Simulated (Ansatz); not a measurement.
`COC=C=N` + `[OH][AlH2]` → `N=C=C[O][AlH2]` + CH₃OH  (substitution at a C–O bond)

Calculated with Ansatz (gas phase, PBE0-D4/def2-TZVP geometries, no zero-point term in ΔE). CCSD(T)/CBS is the MP2 limit (def2-TZVPP, def2-QZVPP) plus CCSD(T) − MP2 in def2-TZVPP, frozen cores. This one scheme is used for every species. DFT in def2-TZVPP. B3LYP here is the variant with VWN-RPA as its local correlation; programs differ in this. Each species was taken in one conformer, which may not be the lowest.

`COC=C=N`:

```xyz
10

C    -1.279    1.182    0.179
O    -0.720    0.144   -0.600
C     0.613   -0.044   -0.347
C     1.083   -1.214    0.012
N     1.532   -2.270    0.432
H    -2.318    1.286   -0.133
H    -1.237    0.942    1.246
H    -0.754    2.131    0.007
H     1.294    0.789   -0.508
H     1.785   -2.947   -0.289
```

`[OH][AlH2]`:

Z-matrix (Å, degrees):
```
Al
O 1 1.696
H 1 1.585 2 119.7
H 1 1.577 2 116.0 3 -180.0
H 2 0.956 1 123.4 3 -0.0
```

`N=C=C[O][AlH2]`:

Cartesian coordinates in Å:
```
N 0.372 -2.049 -1.196
C 0.258 -0.831 -1.119
C -0.024 0.452 -1.102
O -0.562 1.111 -0.045
Al -0.510 0.930 1.645
H 1.284 -2.407 -0.906
H 0.180 1.047 -1.985
H 0.427 -0.184 2.262
H -1.423 1.931 2.446
```

CH₃OH:

Z-matrix (Å, degrees):
```
C
O 1 1.409
H 1 1.097 2 112.4
H 1 1.090 2 107.0 3 -118.5
H 1 1.097 2 112.4 3 123.0
H 2 0.959 1 108.5 3 -61.6
```

```
             level  ΔE (kJ/mol)  difference from CCSD(T)/CBS
       LDA (SPW92)         13.5                          0.6
          B3LYP-D4         10.4                         -2.5
          BHLYP-D4         10.2                         -2.7
            r2SCAN         12.7                         -0.2
           r2SCAN0         12.4                         -0.5
         CAM-B3LYP         13.5                          0.6
    MP2/def2-TZVPP         15.8                          2.9
SCS-MP2/def2-TZVPP         14.7                          1.8
      HF/CBS(def2)         11.2                         -1.7
     MP2/CBS(def2)         15.0                          2.1
       CCSD(T)/CBS         12.9                            0
```

(1) What do rigid-rotor, harmonic-oscillator terms from PBE0-D4/def2-TZVP frequencies (298.15 K, 1 bar) make of the CCSD(T)/CBS value? (Best estimate.)

Largest T1 diagnostic among the species: 0.015.

Results:

(1) Computed: ΔZPE = +1.0 kJ/mol, ΔH = +15.0 kJ/mol, ΔS = 8 J/(mol·K), ΔG = +12.5 kJ/mol.

Leaving LDA and LC-ωPBE aside and taking each functional with its dispersion term where it has one, the values, not all of them listed here, spread over 3.3 kJ/mol, from BHLYP-D4 to ωB97M-V.
